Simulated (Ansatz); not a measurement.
System: CCl (charge 0, doublet). 
Geometry from a B3LYP-D3(BJ)/def2-TZVP (Ansatz, a program for electronic structure) optimisation:
SMILES: Cl[C]
```xyz
2

C      0.0000     0.0000    -1.2243
Cl     0.0000     0.0000     0.4321
```
Charge 0, spin multiplicity 2.

Atomisation energy built up term by term with Ansatz (kcal/mol; UHF references for open shells; valence terms freeze the core; atomic spin-orbit terms are left out). CBS(X,Y): correlation extrapolated as X^-3; Hartree-Fock from the larger set (for Q and 5 zeta extrapolated as (X+1)exp(-9√X)).

```
term                                            basis  kcal/mol
-----------------------  ----------------------------  --------
Hartree-Fock             CBS(cc-pV(Q+d)Z,cc-pV(5+d)Z)     52.95
CCSD correlation         CBS(cc-pV(Q+d)Z,cc-pV(5+d)Z)     38.62
(T)                      CBS(cc-pV(Q+d)Z,cc-pV(5+d)Z)      5.77
CCSDT - CCSD(T)                           cc-pV(D+d)Z      0.32
(Q)                                       cc-pV(D+d)Z      0.31
core correlation                            cc-pwCVTZ      0.46
scalar relativity (X2C)    cc-pVTZ-DK against cc-pVTZ     -0.14
sum: De                                                    98.3
```

(T) makes 5.9 % of the CCSD(T) atomisation energy.
